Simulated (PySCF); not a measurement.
Si(All)(F)2(H) (C3H6F2Si), SMILES C=CC[SiH](F)F.

The structure is a stationary point at B3LYP-D3(BJ)/def2-SVP. Other conformers were not sampled.

Two levels are set side by side: PBE/def2-TZVP (PySCF) and M06-2X/def2-TZVP (PySCF). Same geometry, gas phase. Differences are taken from unrounded values.

| quantity | M06-2X | PBE | PBE minus M06-2X |
|---|---|---|---|
| orbital gap (eV) | 9.33 | 5.16 | -4.17 |
| highest occupied level (eV) | -8.76 | -6.45 | 2.32 |
| lowest empty level (eV) | 0.56 | -1.29 | -1.85 |
| dipole moment (D) | 2.07 | 1.87 | -0.20 |
| mean polarisability (bohr³) | 57.8 | 61.1 | 3.3 |

PBE's occupied levels lie high since its potential decays too fast outside the molecule; exact exchange lowers them and widens the gap. PBE's more diffuse valence density responds more strongly to a field. Differences between two approximate levels are no errors against the true value.

Rough cost on one machine, each run with all the roots and properties that it gave: M06-2X against PBE about 4 times.
